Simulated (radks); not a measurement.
The numbers below are computed, except where a source is named.
Q: The praseodymium ion Pr5+ is in [Xe]. Level of theory: scalar-relativistic Kohn-Sham, r2SCAN, spin-polarised, spherical densities, finite nucleus; meta-GGA in the generalised Kohn-Sham scheme; Fermi nuclear charge, rms radius of each element as measured or else 0.836 A^(1/3) + 0.57 fm (a radial shooting solver on a logarithmic mesh with Libxc functionals). Open shells are filled with parallel spins first. One electron is removed from 4d, 5p, 5s, 4p in turn, with full relaxation. Which removal costs least, and what does each cost?

A: 5p 84.009 eV; 5s 105.77 eV; 4d 197.66 eV; 4p 306.97 eV. The 5p electron leaves first.
